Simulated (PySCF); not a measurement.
C6H12F2Se.
SMILES with atom numbers: `[CH3:1][CH2:2][CH2:3][C@@H:4]([Se:5][CH3:6])[CH:7]([F:8])[F:9]` (hydrogens: H10, H11, H12 on C1; H13, H14 on C2; H15, H16 on C3; H17 on C4; H18, H19, H20 on C6; H21 on C7)

The calculation used PBE0-D3(BJ)/def2-SVP geometry optimisation, gas phase (PySCF 2.14.0).

Question: What internal coordinates does the optimisation give?

Answer: 
```tsv
bond	length (bohr)	order
C1–C2	2.872	single
C2–C3	2.877	single
C3–C4	2.881	single
C4–Se5	3.709	single
Se5–C6	3.666	single
C4–C7	2.860	single
C7–F8	2.559	single
C7–F9	2.564	single
C1–H10, C1–H11, C1–H12	2.081	single
C2–H13	2.087	single
C2–H14	2.083	single
C3–H15	2.090	single
C3–H16	2.084	single
C4–H17	2.084	single
C6–H18, C6–H19, C6–H20	2.074	single
C7–H21	2.087	single
```

Bonds in one row agree within 0.02 bohr and their mean is given. Orders are formal, as drawn. A selection of angles:
```tsv
angle	degrees
C2–C1–H10	111.4
H10–C1–H11	107.6
C1–C2–C3	112.8
C1–C2–H13	109.8
C1–C2–H14	110.1
C3–C2–H13	108.7
C3–C2–H14	109.2
H13–C2–H14	105.9
C2–C3–C4	114.1
C2–C3–H15	109.8
C2–C3–H16	109.4
C4–C3–H15	109.5
C4–C3–H16	107.7
H15–C3–H16	106.0
C3–C4–Se5	109.8
C3–C4–C7	111.9
C3–C4–H17	110.2
Se5–C4–C7	110.1
Se5–C4–H17	107.5
C7–C4–H17	107.2
C4–Se5–C6	99.0
Se5–C6–H18	110.5
Se5–C6–H19	110.3
Se5–C6–H20	106.4
H18–C6–H19	110.5
C4–C7–F8	110.8
C4–C7–F9	109.9
C4–C7–H21	112.5
F8–C7–F9	106.7
F8–C7–H21	108.4
F9–C7–H21	108.3
```

Dihedral angles: C1–C2–C3–C4 -178° (antiperiplanar); C2–C3–C4–Se5 72° (synclinal); C3–C4–Se5–C6 -156° (antiperiplanar); C3–C4–C7–F8 176° (antiperiplanar).

The C–Se distances run from 1.940 Å (Se5–C6, drawn single) to 1.963 Å (C4–Se5, drawn single), a spread of 0.023 Å. Of the pairs four or more bonds apart, F8···H18 is among the closest relative to their van der Waals radii: 2.38 Å, 89 % of the sum of Bondi's values.

Point group: C1 (no symmetry element, even within 0.4 Å). Whether it is a minimum is left open (no frequencies). The numbers are those of one conformer.
